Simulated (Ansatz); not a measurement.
Start from `CCBNC` and change one atom or group to get `CNBCl`.

Ansatz, PBE0-D4/def2-TZVP geometries, multiplicity 1. Each molecule was computed in one conformer, which needn't be the lowest.

| property | `CCBNC` |
| --- | --- |
| HOMO–LUMO gap (PBE/def2-TZVPP) / eV | 6.12 |
| size of the dipole moment (ωB97M-V/def2-TZVPP) / D | 1.47 |
| HOMO–LUMO gap (B3LYP/def2-TZVPP) / eV | 7.92 |
| size of the dipole moment (B3LYP/def2-TZVPP) / D | 1.47 |
| LUMO energy (PBE/def2-TZVPP) / eV | -0.15 |
| HOMO energy (PBE0/def2-TZVPP) / eV | -7.57 |

(1) What does the change do to each property? (An estimate is asked.)

## Answers

(1) Computed: 
```json
{"property": "HOMO–LUMO gap (PBE/def2-TZVPP) / eV", "`CNBCl`": "5.78", "shift": "-0.34"}
{"property": "size of the dipole moment (ωB97M-V/def2-TZVPP) / D", "`CNBCl`": "2.84", "shift": "1.37"}
{"property": "HOMO–LUMO gap (B3LYP/def2-TZVPP) / eV", "`CNBCl`": "7.59", "shift": "-0.33"}
{"property": "size of the dipole moment (B3LYP/def2-TZVPP) / D", "`CNBCl`": "2.86", "shift": "1.39"}
{"property": "LUMO energy (PBE/def2-TZVPP) / eV", "`CNBCl`": "-0.72", "shift": "-0.57"}
{"property": "HOMO energy (PBE0/def2-TZVPP) / eV", "`CNBCl`": "-7.81", "shift": "-0.24"}
```

With PBE0 the HOMO falls by 0.24 eV and the LUMO falls by 0.57 eV, so the gap narrows by about 0.33 eV. PBE moves the HOMO by -0.22 eV and ωB97M-V by -0.16 eV. Dipoles are sizes alone; their direction can turn.

B3LYP here is the variant with VWN-RPA as its local correlation; programs differ in this.
